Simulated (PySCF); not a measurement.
Input for PySCF: R-MP2/6-31G* on C2H9FSi (a complex).

```python
from pyscf import gto, scf, dft, mp
from pyscf.data.elements import chemcore

mol = gto.M(
    atom='''
    C    -0.14707147   -0.13374257    0.50805806
    F     1.00170528    0.15184835    1.23919335
    H    -0.85898524    0.68063974    0.64403327
    H     0.12510908   -0.22828369   -0.54367246
    H    -0.57109689   -1.06838944    0.87567335
    C    -0.66586273   -0.13482019    6.05282813
    Si   -0.00554629   -0.01327079    4.29858448
    H    -0.58055308    0.82348244    6.56882269
    H    -0.10908769   -0.87692630    6.62828529
    H    -1.71791467   -0.42642576    6.05614844
    H    -0.78215185    0.99344035    3.53498064
    H    -0.14023301   -1.32313966    3.61620415
    H     1.42077031    0.38242522    4.31051250
    ''',
    basis='6-31g*',
    cart=True,
    charge=0, spin=0, verbose=3, max_memory=1800)
mf = scf.RHF(mol)
mf.conv_tol = 1e-8
mf.max_cycle = 100
mf.kernel()
if not mf.converged:
    mf = mf.newton().run(mf.mo_coeff, mf.mo_occ)
pt = mp.MP2(mf, frozen=chemcore(mol)).run()
```

Problem. Give the final energy of this run.

Solution. -469.8249 hartree.
